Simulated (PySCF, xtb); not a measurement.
CH₅NO₂Si₂, SMILES O(C#N)[SiH2][SiH2]O.

GFN2-xTB in xtb 6.7.1 at its own geometry gives an orbital gap of 4.39 eV and a dipole moment of 5.68 D.

The structure is a stationary point at PBE-D3(BJ)/def2-SVP. The structure was generated by enumeration, and PubChem lists no compound with its InChIKey, so it may never have been made. One conformer was computed; it need not be the lowest.

What does PBE/def2-TZVP run with PySCF give? (The exact figures need the calculation; the answer reports its results.)

gap 4.53 eV (levels -7.06 and -2.52 eV), dipole 4.53 D.
